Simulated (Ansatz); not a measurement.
# One elementary step

Start structure (SiH5O3F, closed shell), relaxed at PBE0-D4/def2-TZVP:

Si1  (0.362, -0.279, -0.286)
H2  (0.535, 1.177, -0.549)
O3  (1.446, -0.561, 0.892)
O4  (-1.195, -0.591, 0.087)
O5  (0.720, -1.197, -1.584)
H6  (-0.550, 2.189, 0.619)
F7  (-1.302, 2.148, 1.162)
H8  (1.630, -1.470, 1.135)
H9  (-1.631, 0.042, 0.665)
H10  (-0.015, -1.458, -2.140)
(Å)

The step: SiH₄O₃ ([OH][SiH]([OH])[OH]) + HF → SiH₃O₃F ([OH][Si]([OH])([OH])[F]) + H₂; bonds formed: Si1–F7, H2–H6; bonds broken: Si1–H2, H6–F7. Computed with Ansatz 0.2.0 (basis: def2-TZVPP and def2-QZVPP); correlated methods freeze the cores. Extrapolation: Hartree–Fock as exp(−7.88 √X), correlation as X^−2.97. Energies below are by CCSD(T) at an estimated basis limit (MP2 extrapolated from triple and quadruple zeta, plus CCSD(T) − MP2 in triple zeta).

Task: What are the electronic barrier and the energy of the step, from the start structure to the end structure? (An estimate is asked for; the value comes from the calculation.)

Result: By the calculation: Barrier 128.8 kJ/mol; step energy -129.5 kJ/mol (downhill); reverse barrier, their difference, 258.3 kJ/mol. Barrier and step energy count from the start structure, the reverse barrier from the end structure.

The saddle point: One imaginary mode of 944i cm⁻¹.
```
  pair  start (Å)  saddle (Å)  end (Å)
Si1–F7       3.28        1.96     1.58
 H2–H6       1.89        0.98     0.75
Si1–H2       1.49        1.67     3.48
 H6–F7       0.93        1.20     4.67
```

Zero-point energy (harmonic, PBE0-D4): ZPE is 167.1 kJ/mol at the start and 164.1 kJ/mol at the saddle, so the barrier goes from 128.8 to 125.8 kJ/mol.

No T1 diagnostic of these runs exceeds 0.013.

Labels in which every atom is bracketed show which atoms are joined, not bond orders.

For scale, one of the runs: CCSD(T)/def2-TZVPP, 236 basis functions, launched by `ansatz run in.yaml --threads 4 --pin off --events-out ev --progress --plain --max-ram 9574MiB`. The run took 2.6 min on 4 CPU threads of an Arm Neoverse V1 (shared host), with 4.7 GiB of host memory at its peak.
